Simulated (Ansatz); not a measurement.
Reaction (silylene formation by 1,1-elimination): `NC[SiH2]S[SiH3]` → `NCS[SiH3]` + `[SiH2]`

Calculated with Ansatz (gas phase, PBE0-D4/def2-TZVP geometries, no zero-point term in ΔE). CCSD(T)/CBS is the MP2 limit (def2-TZVPP, def2-QZVPP) plus CCSD(T) − MP2 in def2-TZVPP, frozen cores. This one scheme is used for every species. Each species was taken in one conformer, which may not be the lowest.

| species | HF/CBS(def2) energy (Eh) |
| --- | --- |
| `NC[SiH2]S[SiH3]` | -1073.10931 |
| `NCS[SiH3]` | -782.95451 |
| `[SiH2]` | -290.03599 |

(1) Work out ΔE.

Largest T1 diagnostic among the species: 0.014.

Answers

(1) ΔE = (-782.95451) + (-290.03599) − (-1073.10931) = 0.11881 Eh = +311.9 kJ/mol. CCSD(T)/CBS gives +340.4 kJ/mol.

In def2-TZVPP, CCSD(T) changes the Hartree–Fock value by +19.9 kJ/mol (the triples alone add +5.4 kJ/mol) and MP2 by +44.3 kJ/mol. From PBE to PBE0 (25 % exact exchange), in def2-TZVPP and without D4, ΔE moves by +11.0 kJ/mol. The D4 term adds +18.7 kJ/mol with B3LYP and +10.4 kJ/mol with PBE0; it sums over pairs of atoms, weighted by their polarisabilities, and B3LYP, whose exchange is more repulsive, gets the larger term.

B3LYP here is the variant with VWN-RPA as its local correlation; programs differ in this.
